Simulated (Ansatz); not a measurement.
The cluster TaS2, relaxed as a doublet with UKS r2SCAN-D4/def2-TZVP in Ansatz, starting from the GFN1-xTB geometry. Force threshold 0.02 eV/Å.

In the def2 sets Ta takes a core potential; there is no spin–orbit coupling. The charge 0 doublet is spin-contaminated (final ⟨S²⟩ up to 1.50, 0.75 for a pure state). The relaxation made no stability test and no search for a lower SCF solution. No other spin state of charge 0 was run. Another isomer (doublet) lies 2.44 eV lower at PBE0-D4/def2-TZVP; other spin states weren't run for this one.

Start:

```xyz
3

Ta   -0.598    0.870    0.913
S     1.006   -0.682    0.240
S    -0.408   -0.188   -1.154
```

```
step  energy (eV)  largest force component (eV/Å)  SCF passes
   1  -23220.9305                           0.320          70
   2  -23220.9353                           0.048          36
   3  -23220.9354                           0.005          34
```

Force components are those of the run's own axes.

End:

```xyz
3

Ta   -0.594    0.864    0.907
S     1.011   -0.681    0.251
S    -0.417   -0.183   -1.158
```

By distances, no bond broke or formed. The bond that changes most is S2–S3, from 2.05 to 2.07 Å (atoms count from 1).

No frequencies were taken in this run, so the end may be a saddle point.

It took 9 s on 4 threads of Arm Neoverse V2 on a shared host.
